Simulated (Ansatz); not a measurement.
C2H6BFO (`CB(F)CO`), charge 0, multiplicity 1.

Give a relaxed structure at PBE0-D4/def2-TZVP (Ansatz). (Best estimate.)

Computed: 
Z-matrix (Å, degrees):
```
C
B 1 1.562
H 1 1.095 2 110.0
H 1 1.095 2 109.8 3 -116.2
H 1 1.091 2 114.0 3 122.1
F 2 1.328 1 118.3 3 56.7
C 2 1.569 1 122.7 3 -123.3
O 7 1.410 2 113.2 1 -179.6
H 7 1.105 2 107.1 1 -55.4
H 7 1.105 2 107.0 1 56.4
H 8 0.959 7 108.8 2 -179.9
```
Point group Cs.
This is one stationary point; other conformers may exist.
